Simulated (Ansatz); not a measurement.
Harmonic frequencies (cm⁻¹) at PBE0-D4/def2-TZVP from Ansatz: 13, 37, 82, 108, 132, 221, 264, 323, 450, 470, 531, 608, 622, 700, 709, 742, 808, 830, 862, 907, 927, 956, 958, 1152, 2201, 2213, 2225, 2596, 2633, 2694.

Each molecule was computed in one conformer, which needn't be the lowest.

Which molecule is it?
A. `COB(C)[SiH3]`
B. `[GaH2][SiH2][SnH3]`
C. `C=N/C(O)=N\C`
D. `B[SiH2]B[SiH](F)F`

D.
